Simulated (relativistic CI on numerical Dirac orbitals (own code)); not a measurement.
# Rh⁵⁺: L-alpha,beta X-ray emission

Computed with this model: Dirac-Coulomb-Breit CI, orbitals from a KLI potential per configuration, model QED (radiative potential, 1s self-energy scaled to tabulated hydrogen-like ionisation energies), valence Slater integrals scaled by 0.7, multiplet model of X-ray emission after core ionisation; configurations [Kr] 4d4 → [He] 2s2 2p5 3s2 3p6 3d10 4s2 4p6 4d4 → [Ar] 3d9 4s2 4p6 4d4; 300 K; Lorentzian 2 eV and Gaussian 0.6 eV FWHM. Energies are those of the free ion, without screening or charge transfer. S is read from ⟨S²⟩ = S(S + 1).

free ion: ground-state S = 1.95, centroid 2745.76 eV. Peaks (eV, height): 2699.2 (100), 2831.4 (6), 2837.8 (41).

Strongest unbroadened transitions for free ion:

```tsv
Energy (eV)	Relative strength
2698.16	7.3
2698.65	18.1
2698.69	12.5
2698.95	7.7
2699.12	3.5
2699.21	100.0
2699.27	4.1
2699.29	16.5
2699.85	3.9
2831.44	3.4
2837.26	4.3
2837.35	5.1
2837.50	13.7
2837.70	4.4
2837.99	3.9
2838.02	13.3
2838.26	4.6
2838.45	8.9
```
